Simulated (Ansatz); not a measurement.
Molecule: sum formula VO$_{2}$F, net charge 0, singlet state. 
Coordinates optimised at B3LYP-D3(BJ)/def2-TZVP (Ansatz, an electronic-structure program):
```xyz
4

V      0.0264    -0.0518    -0.1577
O     -1.2654    -0.9543    -0.0014
O     -0.3579     1.4112    -0.6262
F      1.3754    -0.2739     0.9609
```

Basis-set convergence of Hartree-Fock and MP2 correlation energies (hartree) with Ansatz. Correlated levels leave the core frozen unless marked. No spin-orbit coupling. The frozen core is the preceding noble-gas configuration, with the filled d and f shells of earlier blocks. Non-relativistic. The program attaches cautions to a run behind MP2/def2-SVP: large difference. The program attaches cautions to a run behind MP2/def2-TZVPP: large difference.

The Hartree-Fock reference is unstable (checked in the largest basis), which strains HF and MP2. The T1 diagnostic of CCSD in the largest basis is 0.041, which is high, so the coupled-cluster rows are less sure than usual.

```csv
basis,functions,E(HF),"E(corr, MP2)"
def2-SVP,73,-1191.62924,-0.92803
def2-TZVPP,157,___,___
```

Q: Complete the blanks.

A: 
- def2-TZVPP, E(HF): -1192.09589
- def2-TZVPP, E(corr, MP2): -1.10019
